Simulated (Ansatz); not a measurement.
`[SH][Al]([SH])[Cl]` + CH₄ → `[CH3][Al]([SH])[Cl]` + H₂S at 500 K and 1 bar (formal exchange of groups at the Al–S bond).

Program: Ansatz. Geometries: PBE0-D4/def2-TZVP. ΔE: electronic, gas phase. CCSD(T)/CBS is the MP2 limit (def2-TZVPP, def2-QZVPP) plus CCSD(T) − MP2 in def2-TZVPP, frozen cores. This one scheme is used for every species. Each species was taken in one conformer, which may not be the lowest.

| species | CCSD(T)/CBS energy (Eh) | H − E (kJ/mol) | S (J/(mol·K)) |
| --- | --- | --- | --- |
| `[SH][Al]([SH])[Cl]` | -1498.71313 | 95.7 | 397.9 |
| CH₄ | -40.46206 | 135.6 | 206.8 |
| `[CH3][Al]([SH])[Cl]` | -1140.16049 | 166.6 | 412.3 |
| H₂S | -398.97279 | 57.0 | 224.0 |

H − E and S are ideal-gas, rigid-rotor, harmonic terms from PBE0-D4/def2-TZVP, for one conformer and one mirror image of each species. 1 Eh = 2625.50 kJ/mol, R = 8.31446 J/(mol·K).

Question: By hand: ΔE, ΔH, ΔS and ΔG.

Answer: ΔE = (-1140.16049) + (-398.97279) − (-1498.71313) − (-40.46206) = 0.04191 Eh = 110.0 kJ/mol. Δ(H − E) = 166.6 + 57.0 − 95.7 − 135.6 = -7.7, so ΔH = 102.3 kJ/mol. ΔS = 412.3 + 224.0 − 397.9 − 206.8 = 31.6 J/(mol·K). ΔG = 102.3 − 500 × (31.6)/1000 = 86.5 kJ/mol.

Question: By hand: the equilibrium constant, and the temperature at which ΔG would vanish if ΔH and ΔS stayed fixed.

Answer: log₁₀ K = −ΔG/(RT ln 10) = -9.0. ΔG = 0 at ΔH/ΔS = 3237 K, far beyond where these terms or the molecules hold.

ΔH outweighs TΔS. A doubt of 5 kJ/mol in ΔE shifts log₁₀ K by 0.5 here. Other conformers and mirror images would add mixing entropy, several J/(mol·K) or more a flexible species. Modes under 60 cm⁻¹, often nearly free rotors, make the harmonic entropy too high. These are equilibria of isolated gas molecules and say nothing of rates. Largest T1 diagnostic: 0.010 (customary marks: 0.02 for closed shells, 0.045 for open ones).
